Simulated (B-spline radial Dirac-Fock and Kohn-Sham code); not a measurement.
Atomic SCF run for Bi⁷⁺

ΔSCF core binding energies without Breit or QED terms, calculated with a radial finite-basis atomic code. Keys: rel is the Hamiltonian (dirac, or spin-free x2c and nr, where L3 and M5 stand for the whole 2p and 3d shells), method is hf or an exchange,correlation pair (spin-unpolarised, also for the hole states), nuc the nuclear model, radius_factor scales its radius, rmax is the box in bohr, h the logarithmic mesh step, order the B-spline order, points the quadrature points per cell, c_factor scales the speed of light, and damp, ndamp, maxit and tol steer the iteration. The run stops when the commutator error falls below 10·tol·max(1, Z/10), or the numerical noise floor, and the energy has settled to about 1e-8 Ha; the virial ratio is −V/T.

Input (task.json):

```json
{"items": [{"Z": 83, "q": 7, "cfg": [[1, 0, 2], [2, 0, 2], [2, 1, 6], [3, 0, 2], [3, 1, 6], [3, 2, 10], [4, 0, 2], [4, 1, 6], [4, 2, 10], [4, 3, 14], [5, 0, 2], [5, 1, 6], [5, 2, 8]], "A": 209, "rrms": 5.5211, "do": "settings", "holes": ["K", "L3", "M5"],
  "settings": [{"rel": "dirac", "method": "hf", "nuc": "fermi", "radius_factor": 1.0, "rmax": 45.0, "h": 0.3, "order": 8, "points": 10, "c_factor": 1.0, "maxit": 99, "damp": 0.5, "ndamp": 3, "tol": 1e-14}]}]}
```

Command: `python xray2_run.py task.json out`

Ground-state iterations:

```
iter   energy (Ha)        error
   1   -21545.24800384  2.22e+00
   2   -21552.25704097  3.07e-01
   3   -21553.24920048  9.50e-02
   4   -21553.30249852  3.48e-02
   5   -21553.30995149  7.14e-03
   6   -21553.31032706  2.56e-03
   7   -21553.31037626  9.16e-05
   8   -21553.31037633  1.29e-05
   9   -21553.31037633  8.03e-07
  10   -21553.31037633  4.89e-08
```

The ground state converged in 10 iterations, with total energy -21553.31038 Ha, virial ratio 1.85644 and highest orbital energy -124.29 eV. ΔSCF binding energies: K (1s) 91147.0 eV, L3 (2p3/2) 13569.2 eV. Holes are computed only in closed shells, and unreliable hole states are left out.

One setting is outside the advised range (tolerance below the noise), but here it does no visible harm: the result matches the run with default settings.
